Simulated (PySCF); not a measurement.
# Os (osmium, neutral) across methods

[Xe] 4f14 5d5 6s2 6p1, high-spin 7P determinant (an excited configuration). Computed with PySCF 2.14 in x2c-TZVPPall, with the spin-free X2C one-electron Hamiltonian (Gaussian nucleus).

```
 method  E (hartree)  mean ε 6s α (eV)  mean ε 6s β (eV)  mean ε 6p α (eV)  Σ⟨r²⟩ (bohr²)    ⟨S²⟩
LC-wPBE    -17255.04           -12.134            -9.280            -5.480          74.79  12.007
    LDA    -17244.44            -8.682            -6.720            -2.602          75.28  12.005
    PBE    -17255.30            -8.573            -6.433            -2.595          75.52  12.006
   PBE0    -17255.07            -9.562            -7.079            -3.304          75.32  12.006
```

**Question.** Estimate the same row for r2SCAN.

**Answer.** E (hartree) = -17255.37; mean ε 6s α (eV) = -9.065; mean ε 6s β (eV) = -6.556; mean ε 6p α (eV) = -2.849; Σ⟨r²⟩ (bohr²) = 75.46; ⟨S²⟩ = 12.014.

Spin-orbit coupling, absent here, splits the open shell strongly.
